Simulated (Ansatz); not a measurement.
Ti6⁺. Total charge 1; doublet. Geometry PBE-D4/def2-SVP.

```xyz
6

Ti   -0.4350    0.3275   -1.2731
Ti    0.8140   -1.9316   -1.0669
Ti    0.5222    2.3252    0.0273
Ti    1.2025   -0.0632    0.6836
Ti   -0.9349   -1.5467    0.4734
Ti   -1.1688    0.8889    1.1556
```

LC-ωPBE has ω = 0.4 bohr⁻¹. At PBE-D4/def2-TZVP, r2SCAN-D4/def2-TZVP, PBE0-D4/def2-TZVP, LC-ωPBE/def2-TZVP the charge 1 doublet is spin-contaminated (final ⟨S²⟩ up to 6.00, 0.75 for a pure state). Another isomer (doublet) lies 0.20 eV lower at PBE0-D4/def2-TZVP; other spin states weren't run for this one.

Estimate the α-spin orbital energies around the gap (eV) in Ansatz with PBE-D4/def2-TZVP, r2SCAN-D4/def2-TZVP, PBE0-D4/def2-TZVP, LC-ωPBE/def2-TZVP.


| orbital | PBE-D4/def2-TZVP | r2SCAN-D4/def2-TZVP | PBE0-D4/def2-TZVP | LC-ωPBE/def2-TZVP |
| --- | --- | --- | --- | --- |
| HOMO−5 | -7.65 | -7.81 | -8.62 | -11.11 |
| HOMO−4 | -7.63 | -7.63 | -8.38 | -10.82 |
| HOMO−3 | -7.57 | -7.51 | -8.26 | -10.74 |
| HOMO−2 | -7.49 | -7.44 | -8.09 | -10.64 |
| HOMO−1 | -7.38 | -7.35 | -7.96 | -9.96 |
| HOMO | -6.98 | -7.13 | -7.95 | -9.78 |
| LUMO | -6.69 | -6.40 | -5.88 | -3.75 |
| LUMO+1 | -6.56 | -6.23 | -5.48 | -3.35 |
| LUMO+2 | -6.43 | -6.09 | -5.41 | -3.30 |
| LUMO+3 | -6.20 | -5.85 | -5.16 | -3.14 |
| LUMO+4 | -6.08 | -5.82 | -5.06 | -2.73 |
| LUMO+5 | -6.04 | -5.70 | -4.90 | -2.70 |
| β HOMO | -7.27 | -7.31 | -7.91 | -9.90 |
| β LUMO | -6.72 | -6.45 | -5.80 | -3.80 |
